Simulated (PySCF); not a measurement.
# Zn⁺: excitation energy

Zn⁺ [Ar] 3d10 4s1 (2S) → Zn⁺ [Ar] 3d9 4s2 (2D), as a difference of total energies. Calculation: PySCF 2.14, in aug-cc-pVTZ-DK; the spin-free X2C one-electron Hamiltonian (Gaussian nucleus). Correlated levels: valence: [Ar] frozen. The calculations carry no spin-orbit coupling.

```
           method  excitation energy (cm⁻¹)  error (cm⁻¹)
              UHF                     54318         -9481
              LDA                     66223         +2425
              PBE                     63933          +135
             PBE0                     62485         -1314
           r2SCAN                     63147          -651
           revPBE                     64258          +460
              M06                     61542         -2256
           B2PLYP                     62456         -1342
             MN15                     68368         +4570
    MP2 (valence)                     67873         +4075
SCS-MP2 (valence)                     64669          +871
```

Reference: 63798 cm⁻¹ (measured; NIST levels, between the centres of gravity of the two terms).

Errors of the correlated levels include the incompleteness of this basis and the frozen core.
